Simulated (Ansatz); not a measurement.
`C=CCCCCCCCCC[S][Cu]`. Total charge 0; triplet. Geometry PBE-D4/def2-SVP, that of the neutral singlet; atoms count from 1.

Cartesian coordinates in Å:
```
C -2.097 4.452 -3.168
C -0.952 3.983 -2.641
C -0.258 2.719 -3.068
C -0.217 1.618 -1.988
C 0.597 1.977 -0.738
C 0.620 0.884 0.339
C 1.350 -0.402 -0.066
C 1.449 -1.455 1.045
C 0.108 -2.053 1.485
C 0.251 -3.146 2.547
C -1.075 -3.773 2.976
S -0.943 -4.995 4.348
Cu 0.682 -6.149 3.625
H -2.564 5.381 -2.805
H -2.610 3.922 -3.989
H -0.478 4.556 -1.822
H -0.755 2.321 -3.977
H 0.790 2.960 -3.362
H -1.259 1.367 -1.688
H 0.199 0.698 -2.450
H 1.641 2.222 -1.040
H 0.187 2.907 -0.288
H -0.428 0.649 0.632
H 1.103 1.291 1.256
H 0.852 -0.860 -0.950
H 2.377 -0.135 -0.405
H 1.958 -1.011 1.931
H 2.112 -2.281 0.703
H -0.419 -2.466 0.594
H -0.554 -1.252 1.880
H 0.768 -2.747 3.447
H 0.912 -3.963 2.164
H -1.756 -2.984 3.367
H -1.590 -4.233 2.106
```

At PBE0-D4/def2-SVP a singlet of charge 0 lies 1.89 eV below the triplet at the same geometry.

(1) Estimate the Mulliken populations of the heavy atoms from the PBE0/def2-SVP orbitals of Ansatz.

(2) Where does the spin sit?

(3) And the Mayer bond orders between heavy atoms (over 0.3)?

## Answers

(1) 
```csv
atom,charge (e),spin (α − β),d electrons
C1,-0.09,0.00,–
C2,-0.13,0.00,–
C3,0.00,0.00,–
C4,-0.09,0.00,–
C5,-0.06,0.00,–
C6,-0.07,0.00,–
C7,-0.06,0.00,–
C8,-0.05,0.00,–
C9,-0.10,0.00,–
C10,-0.06,0.01,–
C11,-0.16,-0.03,–
S12,-0.05,0.70,–
Cu13,-0.05,1.29,9.53
```
Mulliken values depend strongly on the basis.

(2) Summed by element: C -0.02, S 0.70, Cu 1.29, H 0.02, of 2 unpaired in all. Largest on single atoms: Cu13 1.29, S12 0.70, C11 -0.03.

(3) S12–Cu13 1.14 (2.12 Å); C1–C2 2.01 (1.34 Å); C2–C3 1.04 (1.50 Å); C3–C4 1.07 (1.54 Å); C4–C5 1.06 (1.53 Å); C5–C6 1.09 (1.54 Å); C6–C7 1.06 (1.53 Å); C7–C8 1.09 (1.53 Å); C8–C9 1.06 (1.53 Å); C9–C10 1.07 (1.53 Å); C10–C11 1.02 (1.53 Å); C11–S12 0.99 (1.84 Å).
